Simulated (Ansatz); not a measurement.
Geometry optimisation, Ansatz, RKS PBE0/def2-SVP.

input.yaml

```yaml
crystal:
  periodic: [false, false, false]
  atoms:
    - { symbol: C, position_ang: [-1.6816, 0.5477, 2.3395] }
    - { symbol: C, position_ang: [-1.0587, 0.3014, 1.3711] }
    - { symbol: B, position_ang: [-0.2289, -0.0609, 0.1424] }
    - { symbol: C, position_ang: [0.2561, -1.0184, -1.0134] }
    - { symbol: Ge, position_ang: [1.3872, 0.3579, -1.2359] }
    - { symbol: H, position_ang: [-1.7154, 1.1676, 1.2902] }
    - { symbol: H, position_ang: [-0.5657, -1.0848, -1.798] }
    - { symbol: H, position_ang: [0.6769, -1.9619, -0.67] }
    - { symbol: H, position_ang: [0.9353, 1.6457, -1.9503] }
    - { symbol: H, position_ang: [2.6857, 0.3604, -0.3481] }
basis:
  gaussian: { orbitals: def2-SVP }
hamiltonian:
  xc: pbe0
relax:
  f_tol: 0.02
  max_steps: 50
output:
  orbitals: {}
```

Launched with:

```bash
$ ansatz run input.yaml --threads 2 --pin off --max-ram 3072MiB --backend cpu --events-out ev --progress --plain --runs-dir out
```

Task: Where does it end, and by what steps?

Result: The forces met the threshold. After 20 steps the energy has fallen by 4.009 eV; H6 moved furthest, 1.85 Å. The start is strongly strained (largest force component 9 eV/Å), so its close contacts needn't be bonds. Parted: C2–H6.

```
step  energy less start (eV)  largest force component (eV/Å)  accepted
   0                  0.0000                           9.025       yes
   1                 -1.4113                           1.722       yes
   2                 -1.7498                           0.912       yes
   3                 -1.8716                           0.744       yes
   4                 -1.9891                           0.688       yes
   5                 -2.0498                           0.472       yes
   6                 -2.1089                           0.588       yes
   7                 -2.1849                           0.944       yes
   8                 -2.3760                           1.159       yes
   9                 -2.7027                           1.544       yes
  10                 -3.1019                           1.834       yes
  11                 -3.5875                           1.635       yes
  12                 -3.8273                           1.341       yes
  13                 -3.7998                           2.640        no
  14                 -3.9445                           0.672       yes
  15                 -3.9941                           0.224       yes
  16                 -3.9974                           0.136       yes
  17                 -4.0074                           0.312       yes
  18                 -4.0087                           0.068       yes
  19                 -4.0094                           0.027       yes
  20                 -4.0094                           0.014       yes
```

```xyz
10
Properties=species:S:1:pos:R:3
C -1.502 0.685 2.159
C -0.996 0.415 1.082
B -0.406 0.133 -0.273
C 0.039 -1.078 -1.013
Ge 1.241 0.747 -1.183
H -1.949 0.919 3.108
H 0.073 -1.143 -2.107
H 0.132 -2.059 -0.530
H 1.491 0.719 -2.696
H 2.569 0.917 -0.420
```

Run time: 74 s on 2 threads of Arm Neoverse V1, on a shared host, peak memory 0.28 GiB.
